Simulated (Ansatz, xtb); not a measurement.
## A geometry optimisation of C2H7Sn+ with r2SCAN-D4/def2-SVP

The starting geometry of this gas-phase singlet was built from a drawn formula by distance geometry and a force field; its bonds are those of `[CH2+][SnH2][CH3]`.

```yaml
atoms:
  - { symbol: C, position_ang: [-0.2582, -2.0739, -0.9334] }
  - { symbol: C, position_ang: [0.1095, -0.1862, 1.9626] }
  - { symbol: Sn, position_ang: [-1.0448, -0.4619, 0.1558] }
  - { symbol: H, position_ang: [-0.7185, -2.3251, -1.8693] }
  - { symbol: H, position_ang: [0.6024, -2.6321, -0.4997] }
  - { symbol: H, position_ang: [-0.8938, 1.0157, -0.7956] }
  - { symbol: H, position_ang: [-2.7339, -0.7815, 0.6008] }
  - { symbol: H, position_ang: [1.1734, -0.0096, 1.7190] }
  - { symbol: H, position_ang: [-0.2746, 0.6536, 2.5703] }
  - { symbol: H, position_ang: [0.0055, -1.1469, 2.6187] }
```

Question: Predict what becomes of its bonds when it is optimised with r2SCAN-D4/def2-SVP.

Answer: It rearranges to `[CH3][SnH+][CH3]`. Contacts that open: Sn3–H7 (1.78 → 2.67 Å). Contacts that close: C1–H7 (3.19 → 1.10 Å).

The energy falls by 3.67 eV over 31 steps:

```json
{"step": "1", "E − E(last) (eV)": "3.672"}
{"step": "4", "E − E(last) (eV)": "3.215"}
{"step": "8", "E − E(last) (eV)": "3.135"}
{"step": "11", "E − E(last) (eV)": "2.497"}
{"step": "14", "E − E(last) (eV)": "0.405"}
{"step": "18", "E − E(last) (eV)": "0.004"}
{"step": "21", "E − E(last) (eV)": "0.003"}
{"step": "24", "E − E(last) (eV)": "0.001"}
{"step": "28", "E − E(last) (eV)": "0.000"}
{"step": "31", "E − E(last) (eV)": "0.000"}
```

Final geometry (Å):

```xyz
10

C    -0.9433   -2.0545   -0.7561
C     0.2700   -0.0019    2.1350
Sn   -0.5652   -0.1989    0.1966
H    -0.6243   -1.9905   -1.8073
H    -0.4296   -2.8708   -0.2317
H    -0.9665    1.2314   -0.6471
H    -2.0337   -2.2218   -0.7338
H     1.2675    0.4559    2.0262
H    -0.3603    0.6838    2.7225
H     0.3525   -0.9808    2.6248
```

From the same start GFN2-xTB reaches the same bonding as this run.

The end wasn't checked by frequencies. Atoms past krypton carry core potentials, without spin–orbit terms. Run with Ansatz 0.2.0, 58 s on 2 threads of Arm Neoverse V1, with other jobs on the host.
